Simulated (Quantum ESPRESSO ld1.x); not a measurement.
The numbers below are computed, except where a source is named.
The mean radii <r> (bohr) of the occupied orbitals of an atom or ion are listed with their occupations. Code: ld1.x of Quantum ESPRESSO 7.5. Model: scalar-relativistic Kohn-Sham, LDA (Slater exchange, VWN5 correlation), spin-polarised, spherical densities, point nucleus.

orbital  occ.     <r>
1s up       1  0.1117
1s down     1  0.1116
2s up       1  0.5708
2s down     1  0.5705
2p up       3  0.5390
2p down     3  0.5384
3s up       1   2.153
3s down     1   2.172
3p up       2   2.743

Name the element and its charge. Open shells, if any, are filled with parallel spins first.

Answer. Z = 14, silicon, charge 0: Si in [Ne] 3s2 3p2. The 1s radius gives Z: for a bare nucleus <r> = (2 gamma + 1)/(2Z) with gamma = sqrt(1 - (Z/c)^2), 0.1068 bohr for Z = 14, and screening makes it slightly larger (0.1117 here). The occupations add up to 14, and the charge is Z minus that.
